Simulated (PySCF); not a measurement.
Static response to an electric field

Compound: C₅H₁₁Ga.
Numbering: `[CH3:1][C@@H:2]1[CH2:3][CH2:4][CH2:5][GaH:6]1` (hydrogens: H7, H8, H9 on C1; H10 on C2; H11, H12 on C3; H13, H14 on C4; H15, H16 on C5; H17 on Ga6)

Geometry (PBE0-D3(BJ)/def2-SVP, Å), atoms numbered from 1 in this order:
```xyz
17
C5H11Ga angstrom
C      1.943   -0.174   -0.611
C      0.993    0.071    0.563
C     -0.122   -0.985    0.658
C     -1.286   -0.683   -0.302
C     -1.788    0.756   -0.114
Ga    -0.102    1.720    0.293
H      2.431   -1.163   -0.533
H      1.424   -0.160   -1.586
H      2.742    0.582   -0.661
H      1.580    0.091    1.495
H     -0.519   -1.002    1.689
H      0.275   -2.000    0.468
H     -0.937   -0.815   -1.342
H     -2.091   -1.426   -0.161
H     -2.441    0.829    0.776
H     -2.380    1.130   -0.963
H      0.249    3.249    0.350
```

Level: CAM-B3LYP/def2-SVPD (PySCF), static field, nuclei fixed, core orbitals frozen in the response. The polarisability tensor in these axes (au):

```
x   90.39  0.41  0.23
y    0.41 97.07  1.74
z    0.23  1.74 71.92
```

Diagonalise the tensor; give its mean and Δα, where Δα² is half the sum of the squared differences of the eigenvalues.

Principal values 71.80, 90.36 and 97.22 au; mean 86.46 au = 12.81 Å³ = 14.26 × 10⁻⁴⁰ C²·m²/J; Δα = 22.77 au (26 % of the mean).

What is the dipole moment?

0.15 D at this geometry.

Estimate the molar refractivity from the static electronic polarisability.

Lorentz–Lorenz: R = (4π/3)N_A α = 2.5225 cm³/(mol·Å³) × 12.81 Å³ = 32.3 cm³/mol, in the limit of long wavelengths.

Give the principal axes and the span of the nuclei along them.

Largest value along (0.06, 1.00, 0.07), where the nuclei span 5.22 Å; middle along (1.00, -0.06, 0.01), 5.18 Å; least along (-0.01, -0.07, 1.00), 3.35 Å. 

Rayleigh depolarisation ratio (linearly polarised light, static tensor)?

ρ = 3Δα²/(45ᾱ² + 4Δα²) = 1555.9/(336389 + 2074.5) = 0.0046.

Find the Langevin capture rate constant for NH4+ (18.034 u) meeting this molecule (140.012 u), k = 2.342 × 10⁻⁹ cm³/s × √(α in Å³ / reduced mass in u).

The reduced mass is 15.98 u, so k = 2.10 × 10⁻⁹ cm³/s.

Refractivity n − 1 of an ideal gas of it at 400 K and 1 atm, from the electronic α?

N = p/kT = 1.8347 × 10¹⁹ cm⁻³, so n − 1 = 2π × N × 12.81 × 10⁻²⁴ cm³ = 1477 × 10⁻⁶ at long wavelengths, for an ideal gas.

Isolated species at its PBE0-D3(BJ)/def2-SVP geometry (one conformer only). The calculation is non-relativistic, for gallium too.
